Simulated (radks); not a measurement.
The numbers below are computed, except where a source is named.
Effect of the nuclear size on neutral promethium, [Xe] 4f5 6s2. Level of theory: Dirac Kohn-Sham, PBE, spin-unpolarised, spherical densities, finite nucleus; open shells are shared between the two j in proportion to 2j + 1; Fermi nuclear charge, rms radius 4.962 fm (a radial shooting solver on a logarithmic mesh with Libxc functionals). The rms radius is varied about that value; shifts are against it.

rms radius (fm)  total energy shift (eV)  density at nucleus (e/bohr^3)  1s1/2 shift (meV)  2s1/2 shift (meV)  5s1/2 shift (meV)  5p1/2 shift (meV)  6s1/2 shift (meV)  4f7/2 shift (meV)  6p1/2 (empty) shift (meV)
4.1532                             -4.40                      5.133e+05              -1820               -228              -1.65              0.237             -0.070              0.359                      0.074
4.7933                            -0.967                      4.967e+05               -400              -50.2             -0.362              0.052             -0.015              0.079                      0.016
4.962                                  0                      4.927e+05              0.000              0.000              0.000              0.000              0.000              0.000                      0.000
5.4135                              2.71                      4.829e+05               1120                141               1.02             -0.146              0.043             -0.222                     -0.046
6.004                               6.54                      4.715e+05               2710                339               2.44             -0.351              0.104             -0.534                     -0.110

Slopes of the eigenvalues against <r^2> in GHz/fm^2, as finite differences over the two radii next to the reference (eigenvalue slopes, not the field-shift constants of lines): 1s1/2 58200, 2s1/2 7300, 5s1/2 52.6, 5p1/2 -7.56, 6s1/2 2.24, 4f7/2 -11.5, 6p1/2 (empty) -2.36.
